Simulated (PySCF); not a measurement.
**Atomic charges against the basis set**

Species: ClH₈NSi₃.
Geometry (PBE0-D3(BJ)/def2-SVP, Å), atoms numbered from 1 in this order:
```xyz
13
ClH8NSi3 angstrom
Si    -2.301    2.591   -2.013
N     -3.784    3.504   -1.747
Si    -5.325    2.655   -1.662
Si    -3.743    5.236   -1.801
Cl    -4.401    5.933   -3.639
H     -2.693    1.168   -2.238
H     -1.392    2.672   -0.831
H     -1.573    3.109   -3.210
H     -5.645    1.966   -2.948
H     -6.379    3.670   -1.367
H     -5.290    1.631   -0.575
H     -2.331    5.674   -1.627
H     -4.639    5.828   -0.773
```

PBE0 throughout (PySCF), one geometry, spherical d and f functions. Geometry: PBE0-D3(BJ)/def2-SVP, one conformer, isolated molecule. Atoms taken as equivalent share a column and are averaged.

Mulliken charges (e):

| basis | functions | Si1/Si3 | N2 | Si4 | Cl5 | H6 (×6) | H12/H13 |
| --- | --- | --- | --- | --- | --- | --- | --- |
| STO-3G | 49 | +0.624 | -0.700 | +0.753 | -0.379 | -0.120 | -0.101 |
| 6-31G | 77 | +0.770 | -1.283 | +0.833 | -0.292 | -0.103 | -0.089 |
| 6-31G* | 102 | +0.505 | -0.848 | +0.612 | -0.266 | -0.066 | -0.055 |
| def2-SVP | 126 | +0.488 | -0.773 | +0.625 | -0.275 | -0.071 | -0.063 |
| 6-311+G(2d,p) | 215 | +0.558 | -1.146 | +0.654 | -0.224 | -0.052 | -0.043 |
| def2-TZVP | 227 | +0.181 | -0.350 | +0.355 | -0.252 | -0.016 | -0.010 |

IAO charges (e):

```tsv
basis	functions	Si1/Si3	N2	Si4	Cl5	H6 (×6)	H12/H13
STO-3G	49	+0.693	-0.890	+0.771	-0.322	-0.123	-0.102
6-31G	77	+0.577	-0.921	+0.734	-0.313	-0.083	-0.077
6-31G*	102	+0.707	-1.010	+0.873	-0.332	-0.118	-0.117
def2-SVP	126	+0.716	-1.009	+0.883	-0.323	-0.123	-0.124
6-311+G(2d,p)	215	+0.732	-1.038	+0.901	-0.336	-0.124	-0.123
def2-TZVP	227	+0.743	-1.046	+0.917	-0.338	-0.127	-0.127
```

Q: Which scheme is steadiest as the basis changes?

A: Largest range over the bases for any column: IAO 0.18 e, Mulliken 0.93 e. IAO charges move least and Mulliken charges most, counted in e. Without the minimal STO-3G basis the ranges are IAO 0.18, Mulliken 0.93 e.

Q: How much do the charges still move between the two largest bases, 6-311+G(2d,p) and def2-TZVP?

A: At most, over all atoms: Mulliken 0.795 e, IAO 0.016 e.

Q: What do the same runs give for the total energy, the frontier levels and the dipole moment?

A: 
```tsv
basis	energy (Eh)	HOMO (eV)	LUMO (eV)	μ (D)
STO-3G	-1371.9865	-4.28	4.89	2.97
6-31G	-1387.5153	-7.64	-0.13	2.44
6-31G*	-1387.6730	-7.86	-0.13	1.82
def2-SVP	-1387.2921	-7.89	-0.08	1.45
6-311+G(2d,p)	-1387.8151	-7.96	-0.56	1.48
def2-TZVP	-1387.8295	-7.98	-0.45	1.40
```

The dipole is fixed by the density alone, so its range of 1.57 D shows that the density itself changes with the basis, not only its division among atoms.
